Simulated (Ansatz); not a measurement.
Basis-set extrapolation for C2H8OSi2 (`CC[Si]O[SiH3]`) (PBE0-D4/def2-TZVP geometry, frozen core, the Gaussian-basis code of Ansatz). Multiplicity 1, RHF reference.

|  | def2-TZVPP | def2-QZVPP |
| --- | --- | --- |
| HF | -733.253987 | -733.280081 |
| MP2 correlation | -0.814133 | -0.872342 |
| CCSD(T) correlation | -0.905015 | not run |

Energies in hartree. Use E(X) = E(∞) + A·exp(−7.88·√X) for Hartree–Fock and E(X) = E(∞) + B·X^(−2.97) for correlation, with X = 3 and 4, and add CCSD(T) minus MP2 of the smaller set to the MP2 limit.

What is the CCSD(T) energy at the basis-set limit?

HF limit: -733.280081 + (-0.026094) × 0.13774 = -733.28368. MP2 limit: -0.872342 + (-0.058209) × 0.74074 = -0.91546. Higher-order term: -0.905015 − (-0.814133) = -0.09088. Total: -734.29002 hartree, 3.57 eV below CCSD(T)/def2-TZVPP.
